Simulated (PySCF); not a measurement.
**Circular dichroism: `C=C[C@@H]1O[SiH2]O[C@H]1C`, C5H10O2Si**

Geometry:
```
atom   x (Å)   y (Å)   z (Å)
  C1   2.473  -0.793  -0.594
  C2   1.819   0.077   0.149
  C3   0.423  -0.111   0.667
  O4  -0.078  -1.396   0.430
 Si5  -1.107  -1.425  -0.843
  O6  -1.177   0.195  -1.064
  C7  -0.550   0.892  -0.024
  C8  -1.586   1.432   0.953
  H9   3.470  -0.598  -0.951
 H10   2.036  -1.740  -0.860
 H11   2.259   1.026   0.428
 H12   0.417   0.053   1.753
 H13  -0.535  -2.007  -2.045
 H14  -2.359  -1.997  -0.374
 H15   0.011   1.720  -0.474
 H16  -2.323   2.021   0.413
 H17  -1.111   2.057   1.705
 H18  -2.092   0.599   1.437
```

Computed with TDDFT wB97X-D/def2-SVPD circular dichroism and optical rotation, one conformer, gas phase in PySCF 2.14.0. Geometry: GFN2-xTB.

The molecule is flexible and this is one conformer; a measurement averages over conformers.

Question: Assign R or S to each stereocentre.

Answer: C3 S, C7 S.

Question: Which excitations and rotatory strengths does the calculation give?

Answer: Rotatory strengths R in 10⁻⁴⁰ esu² cm², velocity form and length form (origin at the centre of mass); f in length form.
```tsv
state	E (eV)	λ (nm)	f	R (velocity)	R (length)	main
1	7.29	170	0.005	-28.1	-27.5	HOMO−2→LUMO+1 0.25, HOMO−2→LUMO 0.24
2	7.48	166	0.053	+27.2	+27.8	HOMO−2→LUMO 0.28, HOMO−2→LUMO+1 0.20
3	7.51	165	0.271	-102.6	-106.1	HOMO→LUMO 0.40, HOMO→LUMO+1 0.30
4	7.57	164	0.063	+34.2	+34.1	HOMO→LUMO+2 0.54, HOMO→LUMO+5 0.15
5	7.73	160	0.006	+0.8	+1.5	HOMO−1→LUMO+1 0.29, HOMO−2→LUMO+1 0.28
6	7.98	155	0.005	+11.1	+12.5	HOMO→LUMO+1 0.37, HOMO→LUMO 0.17
7	8.02	155	0.039	-10.2	-8.4	HOMO−1→LUMO+2 0.41, HOMO−2→LUMO+2 0.12
8	8.17	152	0.029	+18.4	+18.8	HOMO−2→LUMO+2 0.42, HOMO−1→LUMO+2 0.29
```

Among the states computed, the strongest CD band (largest |R|) is state 3. The largest dissymmetry factor in size, g = 4R/(D+G), with D and G the electric and magnetic dipole strengths, is -0.064 for state 1 (velocity form, f = 0.005), among bands with |R| over 0.5. The mirror image has the same energies and oscillator strengths and all R with the opposite sign.
